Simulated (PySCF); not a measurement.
**Question.** What does the CAM-B3LYP/def2-SV(P) structure of `c1(c[pH]cc1)[SiH3]` look like in three dimensions?

**Answer.** 
Z-matrix in Å and degrees, rows numbered from 1:
```
Si
C   1  1.8729
C   2  1.4694  1  124.19
C   3  1.3509  2  115.04  1   179.71
P   4  1.8078  3  110.30  2     7.00
C   2  1.3584  1  123.55  3   179.74
H   1  1.4919  2  109.02  3  -175.89
H   1  1.4945  2  111.08  3    63.86
H   1  1.4944  2  110.61  3   -55.59
H   3  1.0951  2  121.85  1    -0.18
H   4  1.0921  3  124.56  2   179.27
H   5  1.4272  4  101.27  3  -109.70
H   6  1.0929  2  124.49  1     0.37
```

The 3 C–C bonds span 1.351 Å (C3–C4, drawn aromatic) to 1.469 Å (C2–C3, drawn aromatic), a spread of 0.118 Å. The 5-membered ring C2–C3–C4–P5–C6 has internal angles of 89.9° to 115.0°; it is slightly puckered (a soft mode that the optimisation may not have finished), 0.05 Å rms from its mean plane, widest ring torsion 9°. Si1 (SiH3 silicon) is tetrahedral (angles from 107.6° to 111.1°). P5 (ring phosphorus) is pyramidal (angles 101.3°, 100.5° and 89.9°, sum 291.7°, 0.82 Å off the plane of its three neighbours).

Level of theory: CAM-B3LYP/def2-SV(P) geometry optimisation, gas phase in PySCF.

CAM-B3LYP/def2-SV(P) frequencies: not computed here.
